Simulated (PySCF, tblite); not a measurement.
Problem. Give a GFN2-xTB geometry of `Cc1n[nH]nc1C1CC1`.

Solution. 
Z-matrix in Å and degrees, rows numbered from 1:
```
C 
C   1  1.4837
N   2  1.3249  1  123.20
N   3  1.3155  2  104.80  1   179.98
N   4  1.3160  3  115.23  2     0.02
C   5  1.3284  4  104.62  3    -0.01
C   6  1.4630  2  128.46  1     0.08
C   7  1.5065  6  119.19  2   144.92
C   8  1.4909  7   60.34  6   108.60
H   1  1.0861  2  109.41  3     0.58
H   1  1.0895  2  110.33  3   120.75
H   1  1.0895  2  110.38  3  -119.56
H   4  1.0076  3  122.40  2   179.91
H   7  1.0828  6  113.59  2    -0.48
H   8  1.0794  7  118.01  9   109.07
H   8  1.0788  7  116.87  9  -108.16
H   9  1.0786  7  116.80  8   108.08
H   9  1.0796  7  118.03  8  -109.13
```

Of the pairs four or more bonds apart, N5···H17 is among the closest relative to their van der Waals radii: 2.74 Å, 100 % of the sum of Bondi's values. The C–C distances run from 1.417 Å (C2–C6, aromatic) to 1.507 Å (C7–C8, drawn single), a spread of 0.090 Å. N3 (pyridine-type nitrogen) is bent (angle 104.8°). The 3-membered ring C7–C8–C9 has internal angles of 59.3° to 60.3°.

Computed geometry: GFN2-xTB, gas phase.

Point group: Cs (every atom within 0.08 Å of its image). Its GFN2-xTB frequencies are all real (lowest 39 cm⁻¹). One conformer, not necessarily the lowest (N5–C6–C7–C8 -35°).
